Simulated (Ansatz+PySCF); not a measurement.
Values are calculated unless marked as measured or tabulated.
# S2 + 2 H2 → 2 H2S

S2 (charge 0, multiplicity 3):
```tsv
atom	x (Å)	y (Å)	z (Å)
S	0.0000	0.0000	-0.9520
S	0.0000	0.0000	0.9520
```

H2 (charge 0, multiplicity 1):
```xyz
2

H     0.0000    0.0000   -0.3804
H     0.0000    0.0000    0.3804
```

H2S (charge 0, multiplicity 1):
| atom | x (Å) | y (Å) | z (Å) |
| --- | --- | --- | --- |
| S | 0.0000 | 0.0000 | -0.1040 |
| H | 0.0000 | 0.9715 | 0.8321 |
| H | 0.0000 | -0.9715 | 0.8321 |

Shapes relaxed with PBE0/def2-SVP. Single points in def2-SVP with Ansatz (development build ahead of 0.2.0), no zero-point energy. Correlated methods freeze no orbital on H to Be, one on B to Mg, five on Al to Zn, nine on Ga to Sr.

```tsv
method	reaction energy
CCSD (restricted)	-208.6 kJ/mol
CCSD (unrestricted)	-207.1 kJ/mol
CCSD(T) (restricted)	-198.2 kJ/mol
CCSD(T) (unrestricted)	-198.3 kJ/mol
HF (restricted)	-223.2 kJ/mol
HF (unrestricted)	-197.3 kJ/mol
MP2 (restricted)	-174.8 kJ/mol
MP2 (unrestricted)	-190.4 kJ/mol
PBE (restricted)	-179.5 kJ/mol
PBE (unrestricted)	-177.5 kJ/mol
PBE0 (restricted)	-204.8 kJ/mol
PBE0 (unrestricted)	-199.7 kJ/mol
r2SCAN (restricted)	-184.4 kJ/mol
r2SCAN (unrestricted)	-179.9 kJ/mol
wB97X (unrestricted)	-221.9 kJ/mol
```

Task: What does wB97X (restricted) give?

Result: -229.8 kJ/mol.
